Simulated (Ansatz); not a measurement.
Cl₂Ga₂H₄O₂, SMILES `[Cl][Ga@H-]1[OH+][Ga@H-]([Cl])[OH+]1`. The species carries charge 0 and has multiplicity 1. The geometry is a stationary point of PBE0-D4/def2-TZVP.

```xyz
10

Cl    0.908    1.219    2.614
Ga    0.997    0.966    0.476
O     0.867   -0.928    0.069
Ga   -0.997   -0.967   -0.475
Cl   -0.910   -1.221   -2.613
O    -0.866    0.928   -0.070
H     1.986    1.734   -0.433
H     1.492   -1.294   -0.563
H    -1.985   -1.733    0.436
H    -1.491    1.295    0.560
```

**Question.** What is the dipole moment at B3LYP/def2-TZVPP? (Estimate.)

**Answer.** Computed: 0.00 D, zero by symmetry or nearly so.

**Question.** Give the Mulliken charges with B3LYP, PBE, ωB97M-V in def2-TZVPP. (An estimate is asked.)

**Answer.** Ansatz gave: 
```json
{"atom": "Cl1", "B3LYP": "-0.31", "PBE": "-0.29", "ωB97M-V": "-0.29"}
{"atom": "Ga2", "B3LYP": "0.49", "PBE": "0.40", "ωB97M-V": "0.45"}
{"atom": "O3", "B3LYP": "-0.32", "PBE": "-0.27", "ωB97M-V": "-0.34"}
{"atom": "Ga4", "B3LYP": "0.49", "PBE": "0.40", "ωB97M-V": "0.45"}
{"atom": "Cl5", "B3LYP": "-0.31", "PBE": "-0.29", "ωB97M-V": "-0.29"}
{"atom": "O6", "B3LYP": "-0.32", "PBE": "-0.27", "ωB97M-V": "-0.34"}
{"atom": "H7", "B3LYP": "-0.04", "PBE": "-0.03", "ωB97M-V": "-0.01"}
{"atom": "H8", "B3LYP": "0.18", "PBE": "0.19", "ωB97M-V": "0.18"}
{"atom": "H9", "B3LYP": "-0.04", "PBE": "-0.03", "ωB97M-V": "-0.01"}
{"atom": "H10", "B3LYP": "0.18", "PBE": "0.19", "ωB97M-V": "0.18"}
```

B3LYP here is the variant with VWN-RPA as its local correlation; programs differ in this.
